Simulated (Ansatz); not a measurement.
`[SiH3][SiH]1C=CS1`. Total charge 0; spin multiplicity 1.

```xyz
11

Si   -1.728   -0.838    0.672
Si   -0.308    0.579   -0.522
C     1.330    0.940    0.244
C     2.026    0.176   -0.614
S     0.989   -0.545   -1.865
H    -2.761   -1.406   -0.235
H    -0.925   -1.938    1.263
H    -2.415   -0.090    1.762
H    -1.038    1.695   -1.183
H     1.739    1.469    1.093
H     3.091   -0.043   -0.615
```

Give the diagnostics of a CCSD(T)/def2-TZVPP run (frozen core, Ansatz 0.2.0). (Best estimate.)

Ansatz gave: T1 = 0.0141, largest single amplitude 0.014, largest double 0.036, (T) share of the correlation energy 4.7 %, 10 CCSD cycles. The RHF solution is stable towards an unrestricted one. T1 lies under the customary mark of 0.02 for closed shells.
